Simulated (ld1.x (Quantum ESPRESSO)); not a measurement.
# What one change does to a pseudopotential (iridium, TM semilocal)

```
Element                 : iridium (Ir)
Generator               : ld1.x (Quantum ESPRESSO) 7.5
Type                    : norm-conserving Troullier–Martins (semilocal form)
Functional              : PBE
Relativity              : scalar-relativistic
Frozen core             : [Kr] 4d10 4f14
Valence charge          : 17
Reference configuration : 5s2 5p6 5d7 6s0 6p0 (charge +2)
Partial waves           : 5s (bound): rc 1.45 bohr; 5d (bound): rc 2.05 bohr; 5f channel at 0.25 Ry: rc 1.90 bohr; 5p (bound): rc 1.75 bohr
Local potential         : the p channel
Core correction         : a·sin(br)/r model core inside 0.70 bohr
```

Change: all radii but the core radius scaled by about 1.35 (s 1.96, p 2.36, d 2.78, f 2.56 bohr).

Cutoffs: the cutoffs (Ry, on a coarse ladder) from which the occupation-weighted sum of valence levels, in a spherical-Bessel basis at the reference potential, stays within 10 and 1 mRy of its value at 400 Ry; they do not see the model core or the augmentation charge, which bear on the density cutoff. Errors are all-electron minus pseudo energies relative to the spin-unpolarised reference configuration.

**Question.** How do hardness, ghosts and transferability respond?

**Answer.** The potential gets softer (70 Ry and 100 Ry → 35 Ry and 55 Ry); a bound ghost appears in s, which as a rule spoils a file; the number of tests that count goes from 7 to 3; of the 3 tests that both files solve, the error grows in 2 and shrinks in 1 by more than 15 % and 0.3 meV (median size 2191.8 → 9626.7 meV). A larger radius leaves more room for a smooth pseudo-wave, so fewer plane waves are needed. A semilocal file is local in each channel, so a ghost entry of none says nothing of the separable form that plane-wave codes build from it.

```csv
quantity,base,changed
"cutoff, loose",70 Ry,35 Ry
"cutoff, tight",100 Ry,55 Ry
loose cutoff by channel (10 mRy a level),"s 70 Ry, d 35 Ry, p 25 Ry","s 15 Ry, d 25 Ry, p 25 Ry"
bound ghosts,none,s
"tests counted (converged, no solver errors)",7 of 7,3 of 7
"error for 5s2 5p6 5d6 6s0 6p0, meV [ΔE 30.54 eV]",-5.7,-1.2
"error for 5s2 5p6 5d7.5 6s1.5 6p0, meV [ΔE -27.63 eV]",+2192,-9627
"error for 5s2 5p6 5d7 6s1.5 6p0, meV [ΔE -23.31 eV]",+2538,+11145
```

Changed file: Tests not counted: 5s2 5p6 5d7 6s2 6p0 (solver errors, printed error -1924 eV); 5s2 5p6 5d7 6s1 6p0 (solver errors, printed error -3.9 eV); 5s2 5p5 5d7 6s2 6p0 (solver errors, printed error -5.0 eV); 5s2 5p6 5d8 6s1 6p0 (solver errors, printed error -1.1 eV). These tests converged, but a pseudo level misses the all-electron one widely, so the file describes the atom poorly there or has found another state: 5s2 5p6 5d6 6s0 6p0: empty 6s by 9.4 eV; 5s2 5p6 5d7.5 6s1.5 6p0: 5p by 5.1 eV; 5s2 5p6 5d7 6s1.5 6p0: 6s by 5.7 eV. A true bound ghost makes a file unfit for plane-wave use even where its test errors are small: the radial tests pick states by their node count and pass the ghost by. Where a test does run into it, the solver fails or the error is huge.
